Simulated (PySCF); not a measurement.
C3H3BrF2, SMILES F[C@@H]1[C@H](F)[C@H]1Br. Atoms are numbered in the order given.

```xyz
9

F     -2.1992     0.2030     1.3852
C     -1.2020    -0.4380     0.7491
C     -1.2020    -0.4380    -0.7491
F     -2.1992     0.2030    -1.3852
C     -0.2187     0.4026     0.0000
Br     1.6420     0.0108     0.0000
H     -0.8534    -1.3339     1.2746
H     -0.8534    -1.3339    -1.2746
H     -0.4414     1.4737     0.0000
```
Charge 0, spin multiplicity 1.

The structure is a stationary point at PBE0-D3(BJ)/def2-SVP. The structure was generated by enumeration; whether it is a known compound was not checked.

Calculation: ωB97X/def2-TZVP in PySCF.

ESP charges are fitted to the potential on shells at 1.4 to 2.0 van der Waals radii. Atomic charges (e):

```json
[
 {"atom": "F1", "meta-Löwdin": "-0.28", "Löwdin": "0.17", "ESP fit": "-0.15", "Mulliken": "-0.20"},
 {"atom": "C2", "meta-Löwdin": "0.18", "Löwdin": "-0.32", "ESP fit": "0.06", "Mulliken": "0.08"},
 {"atom": "C3", "meta-Löwdin": "0.18", "Löwdin": "-0.32", "ESP fit": "0.06", "Mulliken": "0.08"},
 {"atom": "F4", "meta-Löwdin": "-0.28", "Löwdin": "0.17", "ESP fit": "-0.15", "Mulliken": "-0.20"},
 {"atom": "C5", "meta-Löwdin": "-0.17", "Löwdin": "-0.45", "ESP fit": "-0.29", "Mulliken": "-0.15"},
 {"atom": "Br6", "meta-Löwdin": "-0.04", "Löwdin": "0.32", "ESP fit": "-0.06", "Mulliken": "-0.04"},
 {"atom": "H7", "meta-Löwdin": "0.13", "Löwdin": "0.14", "ESP fit": "0.14", "Mulliken": "0.12"},
 {"atom": "H8", "meta-Löwdin": "0.13", "Löwdin": "0.14", "ESP fit": "0.14", "Mulliken": "0.12"},
 {"atom": "H9", "meta-Löwdin": "0.16", "Löwdin": "0.16", "ESP fit": "0.26", "Mulliken": "0.17"}
]
```

### Question
Give the Mayer and Wiberg (Löwdin basis) orders of the bonds. (An estimate is asked for; the answer gives what the named calculation found.)

### Answer

```csv
bond,Mayer,Wiberg
F1–C2,1.06,1.72
C2–C3,0.91,1.20
C3–F4,1.06,1.72
C2–C5,0.96,1.24
C3–C5,0.96,1.24
C5–Br6,1.07,1.58
C2–H7,0.97,0.85
C3–H8,0.97,0.85
C5–H9,0.94,0.83
```
